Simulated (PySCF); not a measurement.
AlF2Cl, SMILES [F][Al]([F])[Cl]. Atoms are numbered in the order given.

```xyz
4

Al     0.0000     0.0000    -0.4184
F      0.0000    -1.4186    -1.2540
F      0.0000     1.4186    -1.2540
Cl     0.0000     0.0000     1.6478
```

Geometry optimised at PBE0-D3(BJ)/def2-SVP.

These are PBE0/pcJ-1 (PySCF) values and carry that method's errors.

Isotropic couplings with Fermi-contact, spin-dipole and both spin-orbit terms, one fixed conformer, no vibrational averaging. Isotopes: 19F.

Computed spin–spin coupling constants:
```csv
pair,bonds apart,J (Hz)
F2–F3,2,-137.0
```
